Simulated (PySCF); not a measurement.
C8H9N.
Geometry (GFN2-xTB, Å), atoms numbered from 1 in this order:
```
atom  x, y, z in Å
H1     4.266    0.402   -0.178
N2     3.482    0.025    0.349
C3     2.364    0.086   -0.223
C4     1.164   -0.424    0.450
C5     0.076   -1.042   -0.384
C6    -1.042   -0.851    0.594
C7    -2.466   -0.865    0.099
C8    -0.149    0.305    0.215
C9    -0.421    1.592   -0.256
C10   -0.660    2.705   -0.642
H11    2.187    0.510   -1.223
H12    1.361   -0.826    1.440
H13    0.091   -1.413   -1.387
H14   -0.916   -1.270    1.590
H15   -3.106   -0.304    0.776
H16   -2.837   -1.887    0.044
H17   -2.532   -0.414   -0.889
H18   -0.870    3.676   -0.975
```

Computed, not measured: TDDFT PBE0/def2-SVPD, vertical, gas phase, core orbitals frozen in the response in PySCF 2.14.0, density-fitted response routines.

Kohn–Sham orbitals with the atoms that hold most of them (Löwdin shares over 4%, at most four atoms; ? is withheld):

| orbital | ε (eV) | atoms |
| --- | --- | --- |
| HOMO-3 | -8.89 | N2 28%, C3 17%, C9 14%, C10 11% |
| HOMO-2 | -7.74 | C10 20%, N2 18%, C9 18%, C4 9% |
| HOMO-1 | -7.50 | N2 50%, C3 13%, C10 6%, H1 6% |
| HOMO | ? | ? |
| LUMO | -0.55 | ? |
| LUMO+1 | 0.55 | C10 27%, C9 23%, C8 8%, C5 8% |
| LUMO+2 | 0.70 | C10 25%, C9 19%, C5 8%, H18 6% |

Give the leading atoms of the LUMO.

N2 (bonded to C and H) 29%; C3 (bonded to C, N and H) 28%; C5 (bonded to 3 C and H) 8%; C4 (bonded to 3 C and H) 7%. By element: carbon 43% or more, nitrogen 29%.

Give the leading atoms of the HOMO.

C10 (bonded to C and H) 25%; C9 (bonded to 2 C) 18%; C5 (bonded to 3 C and H) 18%; C8 (bonded to 4 C) 16%.

What is the HOMO energy, and the HOMO–LUMO gap?

ε(HOMO) = -6.95 eV; the gap is 6.40 eV (0.2350 hartree).

The HOMO–LUMO gap is 6.40 eV. Where does the response calculation put the lowest singlet, and from which orbitals?

S1 is at 5.07 eV (f = 0.0005), 1.32 eV below the gap, made of HOMO-1→LUMO (82%), HOMO-2→LUMO (11%). Its leading pair isn't HOMO and LUMO; the energies of that pair differ by 6.95 eV. 

Give energy, strength and leading configuration of S1 and S2, and follow the Löwdin shares of the leading atoms from the occupied to the empty orbital.

- S1 (5.07 eV, f 0.0005), HOMO-1→LUMO (82%): N2 50% → 29%, C3 13% → 28%
- S2 (5.33 eV, f 0.031), HOMO→LUMO (91%): C10 25% → at most 7%, C9 18% → at most 7%, N2 at most 16% → 29%, C3 at most 16% → 28%

Löwdin shares depend on the basis, the more so with diffuse functions.

One conformer stands for the species.
